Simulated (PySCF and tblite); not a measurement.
Results of a calculation; reference values are marked as such.
2 E/Z isomers of C₆H₅N, numbered alike:

| isomer | SMILES | descriptors |
| --- | --- | --- |
| A | [CH:1]#[C:2]/[CH:3]=[C:4](/[CH3:5])[C:6]#[N:7] | 3=4 Z |
| B | [CH:1]#[C:2]/[CH:3]=[C:4](\[CH3:5])[C:6]#[N:7] | 3=4 E |

Each isomer is a Boltzmann average at 298.15 K over at most 6 conformers: GFN2-xTB geometries, energies PBE0/pcSseg-1 (D3(BJ) added where defined), GFN2-xTB thermal terms. Programs: PySCF with density fitting and tblite.

Task: Rank the isomers by free energy at 298.15 K.

Result: 
| isomer | ΔG (kcal/mol) | ΔE, lowest conformer | conformers | largest weight % | rms dipole (D) |
| --- | --- | --- | --- | --- | --- |
| B | 0.0 | 0.0 | 1 | 100 | 4.01 |
| A | 1.1 | 1.1 | 1 | 100 | 3.69 |

Task: If they could interconvert freely, what would the mixture hold (chiral isomers as racemates)?

Result: B 87 %, A 13 %. A racemate gains RT ln 2.
